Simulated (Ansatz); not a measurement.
Geometry optimisation, Ansatz, RKS CAM-B3LYP/6-31G*.

Input file:

```yaml
crystal:
  periodic: [false, false, false]
  atoms:
    - { symbol: Mg, position_ang: [-0.54166, -0.654071, 0.292098] }
    - { symbol: Si, position_ang: [1.171366, 0.736801, 1.534517] }
    - { symbol: C, position_ang: [-2.010836, -1.950065, -0.405978] }
    - { symbol: H, position_ang: [1.370391, 1.713992, -1.002037] }
    - { symbol: O, position_ang: [0.778873, 1.650078, -1.76811] }
    - { symbol: H, position_ang: [0.588391, 1.823286, 2.381475] }
    - { symbol: H, position_ang: [2.147248, 1.474114, 0.660068] }
    - { symbol: H, position_ang: [2.068936, -0.019833, 2.460307] }
    - { symbol: H, position_ang: [-2.388263, -2.596414, 0.395909] }
    - { symbol: H, position_ang: [-1.645717, -2.61176, -1.200037] }
    - { symbol: H, position_ang: [-2.876304, -1.414511, -0.814025] }
    - { symbol: H, position_ang: [1.337774, 1.848185, -2.534086] }
basis:
  gaussian: { orbitals: "6-31G*" }
hamiltonian:
  xc: cam_b3lyp
relax:
  f_tol: 0.03
  max_steps: 50
output:
  orbitals: {}
```

Run as:

```bash
$ ansatz run input.yaml --threads 2 --pin off --max-ram 3072MiB --backend cpu --events-out ev --progress --plain --runs-dir out
```

Problem. Where does it end, and by what steps?

Solution. It converged. The force dipped under the threshold on the way, but the program's further checks kept it going. After 12 steps the energy has fallen by 0.644 eV; H12 moved furthest, 1.51 Å. Joined: Mg1–O5.

```tsv
step	energy less start (eV)	largest force component (eV/Å)	accepted
0	0.0000	0.362	yes
1	-0.0582	1.407	yes
2	-0.1907	0.795	yes
3	-0.3593	0.448	yes
4	-0.5248	0.910	yes
5	-0.5736	0.485	yes
6	-0.6036	0.509	yes
7	-0.6262	0.221	yes
8	-0.6318	0.252	yes
9	-0.6412	0.253	yes
10	-0.6430	0.048	yes
11	-0.6441	0.026	yes
12	-0.6444	0.026	yes
```

```xyz
12
Properties=species:S:1:pos:R:3
Mg -0.316 -0.274 0.077
Si 1.288 0.856 1.792
C -1.771 -1.599 -0.635
H 1.173 1.441 -1.355
O 0.408 0.867 -1.517
H 0.688 1.775 2.810
H 2.243 1.763 1.052
H 2.210 -0.016 2.586
H -2.159 -2.263 0.147
H -1.390 -2.255 -1.430
H -2.643 -1.080 -1.056
H 0.269 0.786 -2.472
```

Run time: 36 s on 2 threads of Arm Neoverse V2 (shared host), peak memory 0.2 GiB.
